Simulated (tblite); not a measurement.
Isomers of [C7H11N]+ (charge +1 and doublet state). Calculated harmonic vibrations of the isolated species, GFN2-xTB (tblite), most abundant isotopes, no scaling. Against measured fundamentals such values can be off by several per cent, at times by over 20. One conformer each. Open shells enter through the occupations alone, without spin polarisation, and single modes of such species can be off by tens of per cent.

Electronic energies: GFN2-xTB at the same geometries; isomer energies are rough at this level and their order can be wrong.

```tsv
SMILES	electronic energy, lowest = 0 (kcal/mol)
CC1=C[C@@]2([NH2+])C[C@H]2C1	0.0
C[NH+][C@@]12C=CC[C@@H]1C2	3.7
C=CC(=C)C(=C)C[NH2+]	51.5
[CH2+][C](C)[C@@H]1CC=NC1	18.4
[CH2+][CH]/N=C1/CC[C@H]1C	13.7
C[NH+][C@@H]1[C@@H]2C[C@H]3[C@@H]2[C@H]31	29.2
[H]/N=C1\CC[CH][CH+][C@H]1C	14.5
[CH2+][C](C)C1=NCCC1	14.5
```

Question: How do GFN2-xTB zero-point energies change the relative energies?

Answer: 
| SMILES | ZPE (kcal/mol) | of it from modes above 1550 cm⁻¹ | electronic (kcal/mol) | with ZPE, lowest = 0 (kcal/mol) | lowest mode (cm⁻¹) | rings |
| --- | --- | --- | --- | --- | --- | --- |
| CC1=C[C@@]2([NH2+])C[C@H]2C1 | 100.5 | 51.4 | 0.0 | 0.0 | 86 | 2 |
| C[NH+][C@@]12C=CC[C@@H]1C2 | 101.1 | 50.7 | 3.7 | 4.3 | 98 | 2 |
| [CH2+][CH]/N=C1/CC[C@H]1C | 99.8 | 50.6 | 13.7 | 13.0 | 53 | 1 |
| [H]/N=C1\CC[CH][CH+][C@H]1C | 100.6 | 52.6 | 14.5 | 14.6 | 63 | 1 |
| [CH2+][C](C)C1=NCCC1 | 99.0 | 49.3 | 14.5 | 13.0 | 69 | 1 |
| [CH2+][C](C)[C@@H]1CC=NC1 | 100.3 | 52.3 | 18.4 | 18.3 | 65 | 1 |
| C[NH+][C@@H]1[C@@H]2C[C@H]3[C@@H]2[C@H]31 | 101.5 | 48.3 | 29.2 | 30.2 | 83 | 3 |
| C=CC(=C)C(=C)C[NH2+] | 98.2 | 54.0 | 51.5 | 49.2 | 56 | 0 |

The zero-point energies span 3.3 kcal/mol, from `C=CC(=C)C(=C)C[NH2+]` to `C[NH+][C@@H]1[C@@H]2C[C@H]3[C@@H]2[C@H]31`. The lowest isomer stays, but the order above it changes.

Question: What do entropy and thermal enthalpy add at 298.15 K and 1 bar (rigid rotor, harmonic oscillator, one conformer each)?

Answer: 
```csv
SMILES,point group,symmetry number,S (cal/(mol K)),H − H(0) (kcal/mol),ZPE + H − H(0) − TS (kcal/mol)
CC1=C[C@@]2([NH2+])C[C@H]2C1,C1,1,89.7,5.99,79.8
C[NH+][C@@]12C=CC[C@@H]1C2,C1,1,88.0,5.70,80.6
[CH2+][CH]/N=C1/CC[C@H]1C,C1,1,95.6,6.40,77.7
[H]/N=C1\CC[CH][CH+][C@H]1C,C1,1,88.7,5.73,79.8
[CH2+][C](C)C1=NCCC1,Cs,1,91.8,6.07,77.7
[CH2+][C](C)[C@@H]1CC=NC1,C1,1,92.1,5.98,78.9
C[NH+][C@@H]1[C@@H]2C[C@H]3[C@@H]2[C@H]31,C1,1,86.4,5.34,81.1
C=CC(=C)C(=C)C[NH2+],C1,1,96.5,6.71,76.2
```

S holds R ln(2S + 1) for the spin.
